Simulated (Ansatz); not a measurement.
H4OSeSi, SMILES `O[SiH2][SeH]` at its PBE0-D4/def2-TZVP geometry, where that method's forces vanish. Total charge 0; spin multiplicity 1.

```xyz
7

O     1.2756    0.9827    0.2621
Si    0.1151    0.1452   -0.5418
Se   -0.4918   -1.7923    0.4996
H     1.1679    1.0981    1.2076
H    -1.1248    0.9427   -0.7114
H     0.7198   -0.2121   -1.8413
H    -1.6618   -1.1642    1.1252
```

What forces (eV/Å) does ωB97M-V/def2-TZVPP give on these atoms in Ansatz? (An estimate is asked.)

Computed: 
```
O1   0.023  0.022  0.097
Si2 -0.146 -0.038 -0.228
Se3 -0.062  0.102  0.024
H4   0.023  0.007 -0.031
H5   0.150 -0.099  0.025
H6  -0.075  0.046  0.159
H7   0.087 -0.040 -0.046
```
